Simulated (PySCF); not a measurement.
A run for PySCF: U-HF/LANL2DZ on H3ISi (SMILES [SiH3]I), a point of a bond scan (R = 2.459 Å).

```python
from pyscf import gto, scf, dft, mp
from pyscf.data.elements import chemcore

mol = gto.M(
    atom='''
    Si   -1.84126013    0.04895944    0.01805362
    I     0.61690428   -0.01640360   -0.00604877
    H    -2.27291161    1.42565033   -0.29297882
    H    -2.30384190   -0.34792819    1.36224122
    H    -2.34153163   -0.89376368   -1.00142836
    ''',
    basis='lanl2dz',
    ecp={'I': 'lanl2dz', 'Si': 'lanl2dz'},
    charge=0, spin=0, verbose=3, max_memory=1800)
mf = scf.UHF(mol)
mf.conv_tol = 1e-8
mf.max_cycle = 100
mf.init_guess_breaksym = True
mf.kernel()
if not mf.converged:
    mf = mf.newton().run(mf.mo_coeff, mf.mo_occ)
for _ in range(4):
    mo, _, stable, _ = mf.stability(return_status=True)
    if stable:
        break
    mf.kernel(mf.make_rdm1(mo, mf.mo_occ))
```

Output:

```
converged SCF energy = -16.652987724439  <S^2> = 1.8190152e-09  2S+1 = 1
<class 'pyscf.scf.uhf.UHF'> wavefunction is stable in the internal stability analysis
```

The run converged.

Cost: about 0.6 core-seconds (a rough figure).
